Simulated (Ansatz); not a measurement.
One change: `N[SiH3]` becomes `[SiH3][AsH2]`.

Ansatz, PBE0-D4/def2-TZVP geometries, multiplicity 1. 

Scalar relativity is left out up to krypton.

```
                                                                                  property  `N[SiH3]`
                                                        LUMO energy (PBE0/def2-TZVPP) / eV       0.34
ideal-gas entropy at 298 K and 1 bar (rigid rotor, harmonic PBE0-D4/def2-TZVP) / J/(mol·K)        264
                                                       LUMO energy (B3LYP/def2-TZVPP) / eV       0.05
                                            size of the dipole moment (PBE/def2-TZVPP) / D       1.36
                                                       HOMO–LUMO gap (PBE/def2-TZVPP) / eV       5.51
                                                   HOMO–LUMO gap (ωB97M-V/def2-TZVPP) / eV      11.63
```

What does the change do to each property? (Best estimate.)

Ansatz gave: 
```tsv
property	`[SiH3][AsH2]`	shift
LUMO energy (PBE0/def2-TZVPP) / eV	0.18	-0.16
ideal-gas entropy at 298 K and 1 bar (rigid rotor, harmonic PBE0-D4/def2-TZVP) / J/(mol·K)	293	29
LUMO energy (B3LYP/def2-TZVPP) / eV	-0.04	-0.09
size of the dipole moment (PBE/def2-TZVPP) / D	0.32	-1.04
HOMO–LUMO gap (PBE/def2-TZVPP) / eV	5.86	0.35
HOMO–LUMO gap (ωB97M-V/def2-TZVPP) / eV	11.45	-0.18
```

Dipoles are sizes alone; their direction can turn.

B3LYP here is the variant with VWN-RPA as its local correlation; programs differ in this.
